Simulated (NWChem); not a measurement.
# SiH3TeCl; SMILES Cl[Te][SiH3]

```xyz
6

Te     0.6913     0.0612    -0.0171
Cl    -1.0723     1.6729     0.0238
Si    -0.9502    -1.8347    -0.0039
H     -1.7777    -1.7885     1.2339
H     -0.1097    -3.0699    -0.0275
H     -1.8188    -1.7698    -1.2125
```
Atoms are numbered in this order, from 1.

Level: PBE0/def2-SVP with def2 effective core potentials on Te (NWChem), optimised geometry, unscaled harmonic frequencies. def2 effective core potentials on Te; no spin-orbit coupling.

```
frequency (cm⁻¹)  IR intensity (km/mol)
----------------  ---------------------
90                                  1.0
127                                 0.0
333                                 5.1
368                                16.8
542                                 9.6
548                                 4.9
870                               351.2
913                                44.1
941                                45.3
2232                               70.7
2257                               59.4
2264                               67.4
```

| Item | Value |
|---|---|
| zero-point energy | 16.4 kcal/mol |
| thermal correction to the enthalpy at 298.15 K (with zero-point energy) | 20.5 kcal/mol |
| heat capacity Cv | 16.8 cal/(mol K) |
| entropy at 298.15 K and 1 atm (symmetry number 1) | 79.8 cal/(mol K) |

Rigid rotor and harmonic oscillator; modes under 100 cm⁻¹ make the entropy uncertain.
